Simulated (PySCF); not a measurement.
A structure optimised at PBE0-D3(BJ)/def2-SVP, used in a PySCF frequency run:

```
Ga
O 1 1.7758
H 2 0.9636 1 112.75
O 1 1.7800 2 116.28 3 0.00
H 4 0.9621 1 115.60 2 180.00
Se 1 2.3096 2 118.43 3 180.00
H 6 1.4716 1 89.76 2 0.00
```
Charge 0, spin multiplicity 1.

**Question.** Write its SMILES, formula and point group.

**Answer.** [OH][Ga]([OH])[SeH], GaH₃O₂Se, Cs

**Question.** What are its rotational constants (standard atomic weights)?

**Answer.** 6.1347, 1.5211, 1.2189 GHz
